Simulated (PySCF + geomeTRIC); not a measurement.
A geometry relaxed with PySCF + geomeTRIC with TPSSh-D3(BJ)/def2-TZVP, charge 0, multiplicity 1:

```xyz
4

Br     2.1961    -0.0300     0.0045
Cl    -1.1030    -1.7804    -0.0020
Al    -0.0348     0.0008    -0.0002
Cl    -1.0533     1.8108    -0.0022
```

Task: Write the SMILES of this molecule.

Result: `[Cl][Al]([Cl])[Br]`
